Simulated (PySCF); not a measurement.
C4H8OS, SMILES C[C@H]1O[C@H](C)S1. Atoms are numbered in the order given.

```xyz
14

C      2.3226     0.1783    -0.3996
C      0.9761    -0.4910    -0.2429
O      0.0000     0.0000    -1.1668
C     -0.9761     0.4910    -0.2429
C     -2.3226    -0.1783    -0.3996
S      0.0000     0.0000     1.2713
H      3.0376    -0.2038     0.3569
H      2.2288     1.2753    -0.2825
H      2.7322    -0.0440    -1.4075
H      1.0708    -1.5996    -0.3147
H     -1.0708     1.5996    -0.3147
H     -2.2288    -1.2753    -0.2825
H     -3.0376     0.2038     0.3569
H     -2.7322     0.0440    -1.4075
```
Charge 0, spin multiplicity 1.

The structure is a stationary point at PBE-D3(BJ)/def2-SVP. The structure was generated by enumeration; whether it is a known compound was not checked.

Method: PBE-D3(BJ)/def2-SVP (PySCF).

Frequencies are harmonic and unscaled.

```
mode  ν (cm⁻¹)  IR (km/mol)  moving atoms (share of kinetic energy)
----  --------  -----------  --------------------------------------
1           60          2.8                  C 40 %, O 30 %, H 24 %
2          222          2.2                   H 57 %, C 30 %, S 9 %
3          253          0.1                                  H 91 %
4          259          0.2                          H 78 %, C 16 %
5          322          0.7          S 36 %, C 28 %, H 26 %, O 10 %
6          353          0.0                          C 71 %, H 28 %
7          483         10.3                  C 34 %, O 34 %, H 29 %
8          546          2.4           S 47 %, C 24 %, O 21 %, H 8 %
9          635         10.0                  C 58 %, H 21 %, S 20 %
10         694          4.8                          C 59 %, H 30 %
11         852         14.2                  O 40 %, H 37 %, C 23 %
12         903          2.0                  H 44 %, C 35 %, O 21 %
13         960         15.5                          H 76 %, C 22 %
14         975          5.0                          H 77 %, C 22 %
15        1065         34.0                  C 55 %, H 30 %, O 16 %
16        1069         15.7                  H 47 %, C 43 %, O 10 %
17        1095          1.2                          C 69 %, H 31 %
18        1101         76.2                          C 65 %, H 28 %
19        1168         95.2                  H 66 %, C 20 %, O 14 %
20        1221         33.7                          H 65 %, C 32 %
21        1296         30.5                          H 84 %, C 14 %
22        1324          0.0                          H 80 %, C 20 %
23        1336         48.9                          H 72 %, C 28 %
24        1346          0.1                          H 70 %, C 30 %
25        1398         11.7                                  H 97 %
26        1400          0.3                                  H 94 %
27        1402          0.5                                  H 96 %
28        1406          4.6                                  H 94 %
29        2944         93.3                                  H 92 %
30        2947          0.9                                  H 92 %
31        2969         21.6                                  H 97 %
32        2970          2.9                                  H 97 %
33        3062         13.7                           H 91 %, C 9 %
34        3062          2.1                           H 91 %, C 9 %
35        3085         19.9                          H 90 %, C 10 %
36        3085          0.1                          H 90 %, C 10 %
```
